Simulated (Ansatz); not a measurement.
**Strength of the O–H bond: GaH2(OH) → GaH2O + H**

Species: GaH2(OH), singlet; GaH2O `[O][GaH2]`, doublet; H atom, doublet. 

Shapes, held fixed at every level: PBE0-D4/def2-TZVP. Programs: Ansatz 0.2.0. The zero-point and thermal change to 298 K, harmonic and unscaled (PBE0-D4/def2-TZVP), is -26.4 kJ/mol.

```json
{"level": "HF/def2-SVP", "kind": "Hartree–Fock", "ΔH(298 K) (kJ/mol)": "+331.5", "less CCSD(T)/def2-TZVPP": "-146.9", "CPU time (sum over the molecules)": "–"}
{"level": "SPW92/def2-TZVPP", "kind": "LDA", "ΔH(298 K) (kJ/mol)": "+529.1", "less CCSD(T)/def2-TZVPP": "+50.7", "CPU time (sum over the molecules)": "4.3 s"}
{"level": "PBE-D4/def2-TZVPP", "kind": "GGA", "ΔH(298 K) (kJ/mol)": "+465.1", "less CCSD(T)/def2-TZVPP": "-13.3", "CPU time (sum over the molecules)": "9.3 s"}
{"level": "PBE0-D4/def2-TZVPP", "kind": "global hybrid", "ΔH(298 K) (kJ/mol)": "+464.6", "less CCSD(T)/def2-TZVPP": "-13.8", "CPU time (sum over the molecules)": "12 s"}
{"level": "r2SCAN0-D4/def2-TZVPP", "kind": "global hybrid", "ΔH(298 K) (kJ/mol)": "+458.9", "less CCSD(T)/def2-TZVPP": "-19.5", "CPU time (sum over the molecules)": "24 s"}
{"level": "wB97X-V/def2-TZVPP", "kind": "range-separated hybrid", "ΔH(298 K) (kJ/mol)": "+472.8", "less CCSD(T)/def2-TZVPP": "-5.6", "CPU time (sum over the molecules)": "36 s"}
{"level": "MP2/def2-SVP", "kind": "perturbation theory", "ΔH(298 K) (kJ/mol)": "+475.2", "less CCSD(T)/def2-TZVPP": "-3.2", "CPU time (sum over the molecules)": "–"}
{"level": "CCSD(T)/def2-TZVPP", "kind": "coupled cluster or CI", "ΔH(298 K) (kJ/mol)": "+478.4", "less CCSD(T)/def2-TZVPP": "0.0", "CPU time (sum over the molecules)": "81 s"}
```

The highest level, CCSD(T)/def2-TZVPP, gives ΔH(298 K) = +478.4 kJ/mol; the levels span +331.5 to +529.1. The column of differences is taken from that level and isn't an error. Hartree–Fock misses the correlation of the pair that is broken and comes out low. No measured value is set beside it here. Open shells run unrestricted unless RO is named. Relativity is left out for Ga unless named. Correlated rows may include outer-core shells of Ga, which these sets cover unevenly. Times are processor times on shared x86 and Arm servers, and rough.
